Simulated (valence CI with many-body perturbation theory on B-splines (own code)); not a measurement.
## E1 transitions of Co¹⁴⁺

Calculated by valence CI with perturbative core correlation (CI+MBPT): three valence electrons over a frozen Dirac-Fock core [Ne], a basis of 11 s, 11 p, 9 d, 7 f, 5 g, 2 h, 1 i functions for each j, with the one-electron correlation potential Σ1 (screened to all orders), the two-electron term Σ2, the three-electron term Σ3, Breit, model QED; selected single and double excitations, second order for the rest (own B-spline code, finite nucleus).

No measured spectrum was set against this ion. As an estimate, levels of excited configurations hold to 0.05 to 0.15 % of their energy, terms of the ground configuration to about 0.5 %.

Lines 201 to 250 of 264 in falling wavelength, among levels below 148.79 eV, chosen from the strongest by gf and those to the six lowest levels. Wavelengths and rates use the calculated energies, so an error of 300 cm⁻¹ moves a line at 19.52 nm by 0.059 % and its rate by three times that or more. Electric multipoles are in the length gauge, E1 and E2 with the static RPA response of the core. Weak lines are less certain than strong ones. Lines between different terms over intervals too small for the method are left out, as are lines whose strength nearly cancels. Where a level lies close to another of its J and parity, the split of strength between their lines is uncertain. The highest levels of a list are the least certain.

Names give the largest LS component (configuration and term), which can be under half, so a name can repeat, a term be missing and a line seem to break the LS rules; names also repeat where a configuration has a term twice. Letters in brackets count levels of one name in rising energy.

```tsv
λ vac (nm)	Upper	Lower	A (s⁻¹)	S (a.u.) with core polarisation	S without
19.52	3s3p3d ²P°_3/2 [b]	3s3p² ²S_1/2	7.05e+09	1.03e-01	1.07e-01
19.48	3s3p3d ⁴P°_1/2	3s3p² ⁴P_1/2	2.04e+06	1.49e-05	1.54e-05
19.47	3s3p3d ⁴P°_3/2	3s3p² ⁴P_1/2	2.36e+06	3.44e-05	3.56e-05
19.32	3s3p3d ²D°_3/2 [a]	3s3p² ⁴P_3/2	8.23e+07	1.17e-03	1.21e-03
19.29	3s3p3d ²D°_5/2 [a]	3s3p² ⁴P_3/2	5.94e+08	1.26e-02	1.31e-02
18.97	3s3p3d ²D°_3/2 [a]	3s3p² ⁴P_1/2	6.65e+08	8.96e-03	9.27e-03
18.73	3s3p3d ²F°_5/2 [a]	3s3p² ⁴P_5/2	6.09e+07	1.19e-03	1.23e-03
18.50	3s3p3d ²P°_3/2 [a]	3s3p² ²D_3/2	3.56e+07	4.45e-04	4.66e-04
18.33	3s3p3d ²F°_5/2 [a]	3s3p² ⁴P_3/2	1.18e+08	2.16e-03	2.24e-03
18.19	3s3p3d ²F°_7/2 [b]	3s3p² ²D_5/2	3.01e+10	7.15e-01	7.38e-01
18.16	3s3p3d ²P°_1/2 [a]	3s3p² ²D_3/2	2.69e+08	1.59e-03	1.67e-03
18.12	3s3p3d ²F°_7/2 [a]	3s3p² ⁴P_5/2	6.63e+08	1.56e-02	1.61e-02
17.98	3p²3d ²F_5/2 [b]	3p³ ²D°_3/2	1.89e+10	3.26e-01	3.36e-01
17.98	3s3p3d ²F°_5/2 [b]	3s3p² ²D_3/2	2.93e+10	5.04e-01	5.20e-01
17.88	3p²3d ²D_5/2	3p³ ²D°_3/2	1.73e+10	2.93e-01	3.02e-01
17.87	3p²3d ²F_7/2 [b]	3p³ ²D°_5/2	3.84e+10	8.64e-01	8.92e-01
17.37	3s3p3d ²P°_1/2 [b]	3s3p² ²D_3/2	5.27e+07	2.72e-04	2.84e-04
17.33	3s3p3d ²D°_3/2 [b]	3s3p² ²D_3/2	6.45e+07	6.62e-04	6.81e-04
17.22	3s3p3d ²P°_3/2 [b]	3s3p² ²D_3/2	4.33e+08	4.37e-03	4.52e-03
17.21	3s3p3d ²D°_5/2 [b]	3s3p² ²D_3/2	4.22e+05	6.37e-06	5.92e-06
16.67	3s3p3d ²P°_3/2 [a]	3s3p² ⁴P_5/2	7.51e+06	6.86e-05	7.05e-05
16.35	3s3p3d ²P°_3/2 [a]	3s3p² ⁴P_3/2	1.33e+07	1.15e-04	1.19e-04
16.33	3s3p3d ²F°_7/2 [b]	3s3p² ⁴P_5/2	5.00e+08	8.60e-03	8.88e-03
16.24	3s3p3d ²F°_5/2 [b]	3s3p² ⁴P_5/2	1.74e+07	2.20e-04	2.27e-04
16.10	3s3p3d ²P°_3/2 [a]	3s3p² ⁴P_1/2	4.30e+08	3.54e-03	3.67e-03
16.09	3s3p3d ²P°_1/2 [a]	3s3p² ⁴P_3/2	2.04e+07	8.39e-05	8.67e-05
15.94	3s3p3d ²F°_5/2 [b]	3s3p² ⁴P_3/2	3.54e+07	4.24e-04	4.38e-04
15.84	3s3p3d ²P°_1/2 [a]	3s3p² ⁴P_1/2	1.90e+08	7.47e-04	7.74e-04
15.70	3s3p3d ²D°_3/2 [b]	3s3p² ⁴P_5/2	3.00e+05	2.29e-06	2.41e-06
15.62	3s3p3d ²P°_3/2 [b]	3s3p² ⁴P_5/2	2.36e+07	1.78e-04	1.84e-04
15.61	3s3p3d ²D°_5/2 [b]	3s3p² ⁴P_5/2	5.71e+07	6.43e-04	6.66e-04
15.46	3s3p3d ²P°_1/2 [b]	3s3p² ⁴P_3/2	8.01e+05	2.92e-06	3.03e-06
15.42	3s3p3d ²D°_3/2 [b]	3s3p² ⁴P_3/2	3.39e+07	2.45e-04	2.54e-04
15.34	3s3p3d ²P°_3/2 [b]	3s3p² ⁴P_3/2	4.31e+06	3.08e-05	3.19e-05
15.33	3s3p3d ²D°_5/2 [b]	3s3p² ⁴P_3/2	4.09e+07	4.37e-04	4.52e-04
15.23	3s3p3d ²P°_1/2 [b]	3s3p² ⁴P_1/2	6.40e+05	2.23e-06	2.33e-06
15.20	3s3p3d ²D°_3/2 [b]	3s3p² ⁴P_1/2	2.08e+06	1.44e-05	1.49e-05
15.12	3s3p3d ²P°_3/2 [b]	3s3p² ⁴P_1/2	2.16e+06	1.48e-05	1.52e-05
9.888	3p²3d ⁴F_3/2	3s²3p ²P°_3/2	6.67e+05	1.27e-06	1.32e-06
9.831	3p²3d ⁴F_5/2	3s²3p ²P°_3/2	4.83e+05	1.36e-06	1.42e-06
9.698	3p²3d ²P_3/2 [a]	3s²3p ²P°_3/2	1.27e+07	2.29e-05	2.34e-05
9.653	3p²3d ⁴D_1/2	3s²3p ²P°_3/2	1.51e+06	1.34e-06	1.38e-06
9.573	3p²3d ⁴D_3/2	3s²3p ²P°_3/2	4.81e+06	8.34e-06	8.52e-06
9.486	3p²3d ²P_3/2 [a]	3s²3p ²P°_1/2	2.04e+06	3.44e-06	3.49e-06
9.480	3p²3d ²P_1/2 [a]	3s²3p ²P°_3/2	4.84e+06	4.07e-06	4.19e-06
9.443	3p²3d ⁴D_1/2	3s²3p ²P°_1/2	4.01e+06	3.34e-06	3.41e-06
9.277	3p²3d ²P_1/2 [a]	3s²3p ²P°_1/2	1.61e+07	1.27e-05	1.30e-05
9.226	3p²3d ⁴P_5/2 [a]	3s²3p ²P°_3/2	2.14e+07	4.97e-05	5.08e-05
9.187	3p²3d ²D_3/2 [a]	3s²3p ²P°_3/2	7.42e+06	1.14e-05	1.16e-05
9.118	3p²3d ⁴P_1/2	3s²3p ²P°_3/2	4.51e+06	3.37e-06	3.42e-06
```
